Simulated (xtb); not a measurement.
C₂Cl₃, doublet, geometry from GFN2-xTB. Base run: xtb with GFN0-xTB.

xtb was given this input:
```
$ xtb mol.xyz --gfn 0 --uhf 1 --json

# file mol.xyz
5

Cl     2.35678761    -0.31883422     0.01950333
C      0.77529472    -0.67694562     0.18027512
C     -0.39193325    -0.13280407     0.05323237
Cl    -0.62979944     1.56052421    -0.45358792
Cl    -1.86229222    -0.95589598     0.35167018
```

The base run was repeated with changes; each row names its change, and settings that it needs were set with it.

```tsv
change	ΔE vs base (mEh)
base	0.000
etemp = 10	0.000
etemp = 1000	-0.040
etemp = 5000	-11.502
acc = 0.0001	0.000
acc = 30	0.000
```
